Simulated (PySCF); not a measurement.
Run record: excited-state job, `CO[SiH2]CCCF`.

Method: TDDFT PBE0/def2-SVPD, vertical, gas phase, core orbitals frozen in the response (PySCF 2.14.0, density-fitted response routines). Geometry: GFN2-xTB. The command runs a driver script over a list of jobs; the input below is this job's line of settings and its coordinates in Å.

Command:
```bash
OMP_NUM_THREADS=1 python probes_run.py task.json out
```

Input:
```
{"job": {"kind": "uv", "xc": "PBE0", "basis": "def2-SVPD", "nstates": 8, "ntriplets": 3}, "charge": 0, "multiplicity": 1}
C      3.544718    -0.435600    -0.377640
O      2.227380     0.009764    -0.483477
Si     0.878637    -0.735839     0.017016
C     -0.477825     0.471043    -0.517471
C     -1.852456    -0.011538    -0.081358
C     -2.945242     0.938745    -0.547722
F     -4.177567     0.518696    -0.102548
H      3.696538    -1.334533    -0.979229
H      3.796859    -0.665942     0.659633
H      4.200466     0.356132    -0.741049
H      0.712871    -2.047579    -0.623283
H      0.896248    -0.940968     1.470713
H     -0.468846     0.590869    -1.601828
H     -0.294728     1.460699    -0.096882
H     -1.895268    -0.089053     1.006107
H     -2.049607    -1.004335    -0.488648
H     -3.005171     0.978361    -1.640577
H     -2.795766     1.947394    -0.148175
```

Output:
```
coarse grid: 14960 points
cycle   1  E = -622.6255233676  dE =  5.651e-01  |g| = 7.344e-01  |ddm| = 5.228e+00
cycle   2  E = -622.4817498034  dE =  1.438e-01  |g| = 1.144e+00  |ddm| = 1.822e+00
cycle   3  E = -622.7283951747  dE = -2.466e-01  |g| = 1.020e-01  |ddm| = 1.072e+00
cycle   4  E = -622.7301194259  dE = -1.724e-03  |g| = 4.819e-02  |ddm| = 1.484e-01
cycle   5  E = -622.7306184888  dE = -4.991e-04  |g| = 6.920e-03  |ddm| = 5.579e-02
cycle   6  E = -622.7306250543  dE = -6.565e-06  |g| = 3.321e-03  |ddm| = 1.129e-02
cycle   7  E = -622.7306273252  dE = -2.271e-06  |g| = 3.364e-04  |ddm| = 3.560e-03
final grid: 138664 points
cycle   8  E = -622.8186898350  dE = -3.349e-05  |g| = 1.053e-02  |ddm| = 9.889e-02
cycle   9  E = -622.8186698708  dE =  1.996e-05  |g| = 1.467e-02  |ddm| = 2.481e-02
cycle  10  E = -622.8187137324  dE = -4.386e-05  |g| = 1.462e-03  |ddm| = 1.391e-02
cycle  11  E = -622.8187141898  dE = -4.574e-07  |g| = 1.774e-04  |ddm| = 1.677e-03
cycle  12  E = -622.8187141955  dE = -5.663e-09  |g| = 8.683e-05  |ddm| = 3.727e-04
cycle  13  E = -622.8187141969  dE = -1.381e-09  |g| = 2.680e-05  |ddm| = 1.153e-04
cycle  14  E = -622.8187141970  dE = -1.276e-10  |g| = 5.701e-06  |ddm| = 4.206e-05
converged SCF energy = -622.8187141970

Static polarisability (au): isotropic 80.647, principal 69.189 73.900 98.852

Singlet excitations
state   eV       nm        f      main configurations
  1   7.0572    175.7   0.00434   H->L 0.97
  2   7.4879    165.6   0.03323   H-1->L 0.92
  3   7.6292    162.5   0.01814   H->L+1 0.92
  4   7.8573    157.8   0.02659   H-1->L+1 0.97
  5   8.0696    153.6   0.02668   H->L+2 0.87
  6   8.1942    151.3   0.00814   H-2->L 0.87
  7   8.5114    145.7   0.15612   H-1->L+2 0.84
  8   8.5371    145.2   0.01709   H->L+4 0.82

Triplet excitations (Tamm-Dancoff, eV): 6.7521 7.1254 7.4301
```

The SCF starts on a coarse grid where the log names one; the energy can jump when the final grid takes over, and dE then counts from the start density on the new grid. H and L stand for HOMO and LUMO; the number after each pair is its weight.

**Question.** Give S1 in cm⁻¹ and kJ/mol.

**Answer.** 7.0572 eV × 8065.54 = 56920 cm⁻¹; × 96.485 = 680.9 kJ/mol.

Main results: HOMO -8.19 eV, LUMO 0.31 eV; lowest singlet 7.06 eV; lowest triplet 6.75 eV (Tamm–Dancoff); mean polarisability 80.6 au.

**Question.** Estimate the wall time. Hardware: one thread, INTEL XEON PLATINUM 8581C at 2.10 GHz (x86_64), no GPU (shared host). And the peak memory of the process?

**Answer.** About 44 s, with 0.98 GiB resident at the peak, the Python interpreter and its libraries included.

One conformer stands for the species.
Labels such as C1 count atoms from 1, the log's own numbers from 0.
